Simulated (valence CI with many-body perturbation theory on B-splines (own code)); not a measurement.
**How close is CI+MBPT for W?**

Calculated by configuration interaction combined with many-body perturbation theory (CI+MBPT): six valence electrons over a frozen Dirac-Fock core [Xe] 4f14, radial functions for each j: 7 s, 7 p, 8 d, 6 f, 4 g, 1 h, with the one-electron correlation potential Σ1 (screened to all orders), the two-electron term Σ2, the three-electron term Σ3, Breit, model QED; selected single and double excitations, second order for the rest, scaled by the run's own slope (own B-spline code, finite nucleus).

Against 7 measured levels this calculation errs by 263 cm⁻¹ on average and by 629 at most. These come from a selection out of the NIST Handbook of Basic Atomic Spectroscopic Data. Levels without a partner in it may be off by more, other configurations by 1,000 to 4,000 cm⁻¹. Not all symmetries were solved, so the list stops early. Among the levels kept, up to 3700 cm⁻¹ of a level comes from second order outside the variational space, and about a tenth of that is noise between levels of different J, which matters for small intervals. Only levels of the ground parity were solved; by the run's estimate the other parity begins above the list, which can be wrong where configurations are misplaced.

Measured levels: NIST Handbook of Basic Atomic Spectroscopic Data (Sansonetti and Martin, J. Phys. Chem. Ref. Data 34, 1559 (2005)). Pairs share parity and J, and are chosen by configuration, term and nearness in energy; levels without a clear partner are left out. Energies in cm⁻¹ above the measured ground level. The last column is blank where CI alone has no clear partner.

Names give the largest LS component (configuration and term), which can be under half, so a name can repeat, a term be missing and a line seem to break the LS rules; names also repeat where a configuration has a term twice.

```tsv
Computed label	Label in the source	Measured	Computed	Difference	CI alone, difference
5d4 6s2 5D_0	5d4 6s2 5D	0	0.0	0	0
5d4 6s2 5D_1	5d4 6s2 5D	1670.3	1595.9	-74	-312
5d5 6s 7S_3	5d5(6S) 6s 7S	2951.3	2410.1	-541	+5285
5d4 6s2 5D_2	5d4 6s2 5D	3325.5	3237.3	-88	-562
5d4 6s2 5D_3	5d4 6s2 5D	4830	4771.0	-59	-752
5d4 6s2 5D_4	5d4 6s2 5D	6219.3	6184.1	-35	-992
5d4 6s2 3P_0	5d4 6s2 a 3P	9258.1	9887.0	+629	-1281
5d4 6s2 3P_1	5d4 6s2 a 3P	13307.1	13723.2	+416	-1916
```

Over 7 excited levels the mean absolute difference is 263 cm⁻¹, the median 88 and the largest 629. For the 7 levels that pair on every rung the mean is CI alone 1586, + Σ1 804, + Σ2 233, + Σ3 227, + Breit 253, + QED 263. The comparison draws on a selection of the measured levels: 8 of the 10 computed ones have a partner in it, and others may be off by more.
